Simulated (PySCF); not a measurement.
**Solvent effects on NMR parameters**

Bonds (- single, = double, # triple, : aromatic): C1=C2 1.329 Å, C2-S3 1.769 Å, S3=O4 1.452 Å, S3=O5 1.454 Å, S3-C6 1.865 Å, C6-F7 1.321 Å, C6-F8 1.325 Å, C6-F9 1.315 Å. C1 carries H10, H11; C2 carries H12. H11 is cis to S3; H10 is trans to S3.

GIAO PBE0/pcSseg-1 in PySCF 2.14.0 with density-fitted response routines on one PBE0-D3(BJ)/def2-SVP conformer, non-relativistic, equivalent nuclei averaged. Solvents enter as an IEF-PCM continuum (dichloromethane with ε = 8.9, acetone with ε = 20.5) around the gas-phase geometry. Shifts are referred to TMS, CS2, CFCl3 computed in the same medium.

Gas phase, δ in ppm: C1 147.6, C2 141.9, C6 126.7, S3 300.8, F7/F8/F9 -90.5, H11 7.08, H10 6.82, H12 6.71. Dipole moment 4.21 D.

(1) How does each δ change in the continuum?

(2) Which nuclei move most (in ppm), and what does the model miss?

Results:

(1) 
| atoms | environment | Δδ, dichloromethane | Δδ, acetone |
| --- | --- | --- | --- |
| C1 | terminal =CH2 carbon | +5.8 | +6.4 |
| C2 | alkene CH | -1.4 | -1.5 |
| C6 | CF3 carbon | +1.1 | +1.2 |
| S3 | sulfone sulfur | +3.4 | +3.8 |
| F7/F8/F9 | fluorine of an SCF3 group | +2.8 | +3.2 |
| H11 | hydrogen on a terminal =CH2 carbon | +0.18 | +0.19 |
| H10 | hydrogen on a terminal =CH2 carbon | +0.49 | +0.55 |
| H12 | hydrogen on an alkene CH | +0.20 | +0.23 |

Changes are relative to the gas phase. The dipole moment becomes 5.16 D in dichloromethane, 5.27 D in acetone.

(2) C1 (terminal =CH2 carbon, +6.4 ppm) in acetone. A continuum only polarises the solute; specific hydrogen bonds, the anisotropy of aromatic solvents and changes of geometry or conformer are outside it.
